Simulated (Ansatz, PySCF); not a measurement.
Species: bromine monochloride, BrCl, net charge 0, singlet state. 
Coordinates optimised at B3LYP-D3(BJ)/def2-TZVP (Ansatz, a first-principles code):
```
Cl
Br 1 2.1653
```
Charge 0, spin multiplicity 1.

Total electronic energies in hartree. Correlated levels leave the core frozen unless marked. Spin-orbit coupling is left out. The frozen core is the preceding noble-gas configuration, with the filled d and f shells of earlier blocks. No relativistic terms. CBS marks a two-point X^-3 extrapolation of the correlation energy; Hartree-Fock from the larger set.

```
level                                        program  energy (Eh)
------------------------------------  --------------  -----------
HF/6-31G                                      Ansatz  -3031.47371
HF/def2-TZVPD                                  PySCF  -3031.90292
PBE-D3(BJ)/def2-TZVPD                 Ansatz + dftd3  -3033.78024
BLYP/def2-TZVPD                               Ansatz  -3034.37877
TPSS/def2-TZVPD                                PySCF  -3034.27935
PBE0-D4/def2-TZVP                     Ansatz + dftd4  -3033.89888
TPSSh/def2-TZVPD                               PySCF  -3034.27812
r2SCANh/def2-TZVPD                            Ansatz  -3034.29734
HSE06/def2-TZVPD                              Ansatz  -3033.89635
wB97X-V/def2-TZVPD                            Ansatz  -3034.04090
B2GP-PLYP-D4/def2-TZVPD               Ansatz + dftd4  -3033.60692
SCS-MP2/def2-SVP                              Ansatz  -3031.66959
CCSD/def2-SVP                                 Ansatz  -3031.70086
CCSD(T)/def2-SVP                              Ansatz  -3031.70726
CCSD(T)/CBS(def2-TZVPPD,def2-QZVPPD)          Ansatz   -3032.4302
```

Totals of different functionals don't rank their quality; only differences between species are comparable.
